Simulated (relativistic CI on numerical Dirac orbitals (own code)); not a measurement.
Ru⁶⁺: resonant inelastic scattering at the M2,3 edge

Computed with this model: Dirac-Coulomb-Breit CI, separate exchange-only KLI orbitals for each configuration, model QED (radiative potential, 1s self-energy scaled to tabulated hydrogen-like ionisation energies), Kramers-Heisenberg scattering through one core-hole configuration in a parametric crystal field, unscaled Slater integrals; configurations [Kr] 4d2 → [Ne] 3s2 3p5 3d10 4s2 4p6 4d3; 80 K; core-hole width 2 eV; summed over polarisations. Incident energies are the highest absorption maxima for each field (at most a few, so the weaker spin-orbit partner edge can be absent), on the computed scale of the free ion. Intensities are in per cent of the strongest line above 0.02 eV; levels within 1 cm⁻¹ are merged; final levels count from the ground level, the first row holds all elastic scattering, lines under 0.4 are left out and each table stops after 24 rows. The scale of the Slater integrals is a model choice and moves the terms in proportion.

Field parameters in Wybourne normalisation: D4h B²₀ = −7Ds, B⁴₀ = 21(Dq − Dt), B⁴₄ = 21√(5/14) Dq. The field is a parameter set, without covalency.

S is read from ⟨S²⟩ = S(S + 1).

D4h, 10Dq = 27800, Ds = -1500, Dt = -570 cm⁻¹:

```csv
Final level (eV),Degeneracy,Irrep,S,474 eV,476.1 eV,498.2 eV
0.000,1,B1,1.00,1405.0,1626.1,223.2
0.012,1,B2,1.00,34.3,8.2,6.9
0.081,2,E,1.00,63.3,21.9,17.1
0.102,1,A1,0.99,47.7,80.3,4.4
0.280,1,A2,1.00,15.4,23.4,2.9
0.389,2,E,1.00,38.2,4.3,5.5
0.469,1,A1,1.00,2.4,25.3,19.0
1.993,1,A1,0.03,20.6,18.4,3.9
2.015,2,E,0.06,24.0,18.0,11.4
2.227,1,B2,0.06,9.3,22.7,11.1
2.275,1,B1,0.02,30.2,20.5,8.2
3.458,1,B1,1.00,11.4,34.7,17.9
3.479,1,B2,0.98,39.4,83.9,25.6
3.531,2,E,0.99,1.3,11.1,3.3
3.578,1,A2,1.00,1.8,8.4,4.9
3.584,1,A1,1.00,1.2,1.4,0.7
4.234,2,E,1.00,24.1,100.0,22.4
4.236,1,B1,1.00,5.4,29.7,16.1
4.380,1,A1,0.14,12.8,97.4,45.1
4.804,2,E,0.99,11.5,58.1,27.2
4.839,1,A1,0.96,1.1,2.9,2.9
5.561,2,E,0.10,1.0,1.7,2.3
5.731,1,A2,0.16,2.6,10.8,2.6
5.826,1,A2,0.94,8.1,51.0,5.2
```

D4h, 10Dq = 27800, Ds = -860, Dt = -570 cm⁻¹:

```csv
Final level (eV),Degeneracy,Irrep,S,474.1 eV,475.4 eV,477.1 eV
0.000,1,A1,1.00,1004.9,1068.1,1028.2
0.021,2,E,1.00,50.7,27.9,5.8
0.024,1,B1,0.99,29.9,31.9,20.0
0.037,1,B2,1.00,16.1,10.7,7.3
0.279,2,E,1.00,26.6,15.3,13.4
0.304,1,A2,1.00,14.5,1.9,16.2
0.404,1,A1,1.00,2.3,16.6,31.1
2.024,1,B2,0.05,7.5,4.2,1.5
2.043,2,E,0.06,8.2,18.4,23.2
2.070,1,B1,0.03,12.7,12.3,3.2
2.111,1,A1,0.03,25.5,23.9,9.2
3.451,1,B1,1.00,2.6,11.1,9.3
3.471,1,B2,0.99,6.4,25.0,10.1
3.524,2,E,0.99,49.2,100.0,33.4
3.570,1,A2,1.00,5.2,8.8,3.5
3.577,1,A1,1.00,8.0,25.1,29.7
4.185,2,E,1.00,5.1,15.9,22.3
4.188,1,B1,1.00,0.9,2.9,3.5
4.329,1,A1,0.10,10.4,41.8,38.5
5.050,2,E,0.98,8.1,22.8,30.7
5.080,1,A1,0.97,2.3,4.5,18.9
5.548,2,E,0.44,5.3,15.1,54.5
5.571,1,A2,1.00,0.6,2.4,6.1
5.601,1,A1,0.99,1.7,2.7,15.8
```

For the first field the strongest loss at the lowest incident energy is the level at 0.08 eV (S = 1.00, against 1.00 in the thermal ground state). Levels of other spin, the first over 8 % at 1.99 eV, appear because spin-orbit coupling of the core hole, and in heavier ions of the valence shell too, mixes spins.
